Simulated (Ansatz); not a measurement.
Program: Ansatz. Geometries: PBE0-D4/def2-TZVP. ΔE: electronic, gas phase. CCSD(T)/CBS adds triple-zeta CCSD(T) − MP2 to the extrapolated MP2 energy (def2 sets, frozen cores). This one scheme is used for every species. Functionals use def2-TZVPP. B3LYP here is the variant with VWN-RPA as its local correlation; programs differ in this. HSE06 is defined as in plane-wave codes. No spin–orbit coupling; open shells (•) take unrestricted orbitals. For Br outer-core shells are correlated without core-valence functions, which leaves a few kJ/mol of doubt a bond. Scalar relativity is left out up to krypton. Each species was taken in one conformer, which may not be the lowest.

Reaction (homolysis of the C–O bond): `OC(Cl)Br` → `Cl[CH]Br`• + `[OH]`•

`OC(Cl)Br`:

Z-matrix (Å, degrees):
```
C
Cl 1 1.781
Br 1 1.968 2 108.8
O 1 1.348 2 112.9 3 -125.4
H 1 1.085 2 107.7 3 114.2
H 4 0.965 1 109.7 2 60.3
```

`Cl[CH]Br`•:

Z-matrix (Å, degrees):
```
C
Cl 1 1.686
Br 1 1.851 2 120.1
H 1 1.080 2 117.6 3 153.8
```

`[OH]`•:

```xyz
2

O    -0.030   -0.084   -0.478
H     0.030    0.084    0.478
```

```tsv
level	ΔE (kJ/mol)	difference from CCSD(T)/CBS
LDA (SPW92)	512.5	91.3
PBE-D4	424.4	3.2
revPBE-D4	407.0	-14.2
BLYP-D4	403.6	-17.6
r2SCAN-D4	398.2	-23.0
B97M-V	404.9	-16.3
PBE0-D4	407.2	-14.0
B3LYP-D4	398.9	-22.3
r2SCANh-D4	392.3	-28.9
r2SCAN0-D4	383.9	-37.3
HSE06-D4	407.9	-13.3
CAM-B3LYP-D4	405.6	-15.6
ωB97X-V	413.3	-7.9
ωB97M-V	419.7	-1.5
PBE-QIDH	411.7	-9.5
PBE	419.4	-1.8
revPBE	390.6	-30.6
BLYP	392.2	-29.0
r2SCAN	397.1	-24.1
PBE0	403.0	-18.2
B3LYP	390.8	-30.4
r2SCANh	391.1	-30.1
r2SCAN0	382.6	-38.6
HSE06	404.1	-17.1
BHLYP	369.6	-51.6
CAM-B3LYP	401.4	-19.8
RPA@PBE/def2-TZVPP	383.8	-37.4
HF/def2-SVP	267.5	-153.7
MP2/def2-SVP	436.4	15.2
CCSD/def2-SVP	394.3	-26.9
CCSD(T)/def2-SVP	404.3	-16.9
HF/def2-TZVPP	254.0	-167.2
MP2/def2-TZVPP	444.3	23.1
SCS-MP2/def2-TZVPP	429.5	8.3
HF/def2-QZVPP	253.0	-168.2
MP2/def2-QZVPP	451.8	30.6
SCS-MP2/def2-QZVPP	437.5	16.3
HF/CBS(def2)	252.8	-168.4
MP2/CBS(def2)	458.0	36.8
CCSD/CBS(def2)	406.3	-14.9
CCSD(T)/CBS	421.2	0
```

Largest T1 diagnostic among the species: 0.014.

At CCSD(T), def2-SVP lies −16.9 kJ/mol from the extrapolated value and def2-TZVPP −13.8 kJ/mol: correlation converges slowly with the basis, and small sets miss more of it in the bonded molecule than in its fragments. From BLYP to BHLYP (50 % exact exchange), in def2-TZVPP and without D4, ΔE moves by −22.6 kJ/mol: exact exchange takes away binding that semilocal exchange gives to molecules. Leaving LDA and LC-ωPBE aside and taking each functional with its dispersion term where it has one, the values, not all of them listed here, spread over 49.0 kJ/mol, from BHLYP-D4 to PBE-D4. LDA lies +93.0 kJ/mol from PBE without D4, its usual overbinding.
